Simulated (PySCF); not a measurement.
C₄H₆Ge. Atoms are numbered in the order given.

```xyz
11

C     -1.0587    -2.7017     0.0000
C     -0.2646    -1.7810     0.0000
C      0.5984    -0.6473     0.0000
C      1.9422    -0.7497     0.0000
Ge    -0.2831     1.1153     0.0000
H     -1.7473    -3.5251     0.0000
H      2.4410    -1.7244     0.0000
H      2.5808     0.1379     0.0000
H     -1.1667     1.2520    -1.2550
H     -1.1667     1.2520     1.2550
H      0.8154     2.1974     0.0000
```

Geometry: B3LYP-D3(BJ)/def2-SVP. This is a generated structure with no PubChem entry under its InChIKey; it may be hypothetical.

These are PySCF with PBE0/def2-TZVP values and carry that method's errors.

Symmetry labels are those of the subgroup Cs that the program uses (full group Cs).

Task: List the valence orbital energies around the gap with their symmetry. (Estimate from the structure and the level; the computed values follow.)

Result: 
```tsv
orbital	symmetry	energy (eV)
HOMO−7	A'	-13.25
HOMO−6	A'	-12.28
HOMO−5	A"	-10.29
HOMO−4	A'	-9.87
HOMO−3	A'	-9.49
HOMO−2	A"	-9.22
HOMO−1	A'	-7.75
HOMO	A"	-7.22
LUMO	A"	-1.22
LUMO+1	A'	0.44
LUMO+2	A'	1.00
LUMO+3	A'	1.41
```
